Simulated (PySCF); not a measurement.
# Correlation energy of N+ (nitrogen, charge +1)

[He] 2s2 2p2, high-spin 3P determinant. Computed with PySCF 2.14 in x2c-TZVPall, with scalar relativity by spin-free X2C-1e. Frozen: 1s2; 4 electrons correlated.

MP2 pair energies summed by pair of shells (mhartree):

```tsv
pair	energy	share (%)
2s-2p	-43.08	61.2
2s-2s	-19.99	28.4
2p-2p	-7.37	10.5
```

Total MP2 correlation energy: -70.43 mhartree.

Same-spin part -12.54 and opposite-spin part -57.89 mhartree; SCS-MP2 scales them by 1/3 and 6/5 to -73.65 mhartree.

| level | correlation energy (mhartree) |
| --- | --- |
| CCSD | -91.64 |
| (T) | -1.57 |
| CCSD(T) | -93.21 |

Diagnostics: T1 = 0.0063, D1 = 0.0123, largest double amplitude 0.119.

Task: Is a single reference adequate?

Result: Mostly. T1 lies below 0.03, but a double amplitude of this size points to a near-degeneracy that CCSD handles and MP2 describes poorly.
